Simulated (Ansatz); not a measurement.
C$_{2}$H$_{6}$FISi (`FC[SiH2]CI`), charge 0, multiplicity 1.

(1) Give a relaxed structure at PBE0-D4/def2-TZVP (Ansatz 0.2.0). (Estimate.)

## Answers

(1) Ansatz gave: 
```xyz
11

F     0.302    0.098    2.186
C    -0.287    0.928    1.234
Si   -0.779   -0.105   -0.272
C     0.732   -0.974   -0.962
I     2.150    0.460   -1.684
H    -1.156    1.411    1.692
H     0.434    1.707    0.968
H    -1.771   -1.134    0.147
H    -1.377    0.784   -1.300
H     0.501   -1.620   -1.808
H     1.251   -1.554   -0.200
```
This is one stationary point; other conformers may exist.
